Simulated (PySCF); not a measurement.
Species: C3H3N3O.
Z-matrix (Å and degrees, GFN2-xTB geometry), rows numbered from 1:
```
O 
C   1  1.2044
C   2  1.4553  1  124.72
C   3  1.3895  2  130.03  1     0.08
N   4  1.3436  3  103.97  2   179.99
N   5  1.3379  4  110.33  3    -0.01
N   6  1.2647  5  108.81  4     0.00
H   2  1.1044  1  122.48  3  -179.96
H   4  1.0689  3  131.64  2    -0.01
H   5  1.0093  4  128.76  3   180.00
```

The closed-shell ground state was solved at several levels (PySCF, density fitting, gas phase, non-relativistic).

```csv
level,basis functions,total energy (Eh),HOMO (eV),LUMO (eV),gap (eV),dipole (D)
PBE0/def2-SVPD,167,-354.9172,-7.82,-1.88,5.94,4.16
B3LYP/pcJ-1,219,-355.5553,-7.46,-1.95,5.51,4.18
```

(1) What might PBE0/pcSseg-1 (134 basis functions) give for the same quantities?

(2) Over all these levels, which gives the widest orbital gap and which the narrowest?

(3) How far do the dipole and the HOMO energy spread over the levels?

Results:

(1) Total energy -355.1186 Eh, HOMO -7.74 eV, LUMO -1.74 eV, gap 6.00 eV, dipole 4.15 D.

(2) PBE0/pcSseg-1 (global hybrid, 25 % exact exchange) has the widest, 6.00 eV, and B3LYP/pcJ-1 (global hybrid, 20 % exact exchange) the narrowest, 5.51 eV. Functional and basis both differ between the two, so the spread mixes both effects.

(3) The dipole runs from 4.15 to 4.18 D (mean 4.16 D) and the HOMO from -7.82 to -7.46 eV.

One conformer stands for the species.
